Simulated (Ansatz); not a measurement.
Relaxation of BBrF₂H₂O (7 atoms, charge 0, multiplicity 1), to a largest force component of 0.03 eV/Å in at most 50 steps.

All numbers below come from Ansatz 0.2.0, RKS PBE/def2-SVP.

```xyz
7
Properties=species:S:1:pos:R:3
B 0.048 0.510 -0.385
O -0.021 -0.196 2.114
H -0.988 -0.330 2.158
F 1.172 -0.091 -0.711
F -1.126 -0.060 -0.601
Br 0.089 2.451 0.129
H 0.074 0.771 2.308
```

**Question.** Where does it end, and by what steps?

**Answer.** The run converged. The force dipped under the threshold on the way, but the program's further checks kept it going. After 9 steps the energy has fallen by 0.366 eV; O2 moved furthest, 0.46 Å. Joined: B1–O2 (2.60 → 1.72 Å).

```tsv
step	energy less start (eV)	largest force component (eV/Å)	accepted
0	0.0000	0.888	yes
1	-0.0932	0.926	yes
2	-0.1926	1.090	yes
3	-0.3026	0.652	yes
4	-0.3543	0.257	yes
5	-0.3621	0.091	yes
6	-0.3639	0.030	yes
7	-0.3646	0.033	yes
8	-0.3655	0.098	yes
9	-0.3665	0.014	yes
```

```xyz
7
Properties=species:S:1:pos:R:3
B 0.018 0.416 0.026
O 0.013 -0.042 1.680
H -0.893 -0.377 1.851
F 1.123 -0.150 -0.489
F -1.183 -0.061 -0.401
Br 0.101 2.435 0.213
H 0.069 0.836 2.128
```

Whether the end is a true minimum wasn't checked by a vibrational analysis.

Run time: 15 s on 2 threads of Arm Neoverse V2 (shared host), peak memory 0.15 GiB.
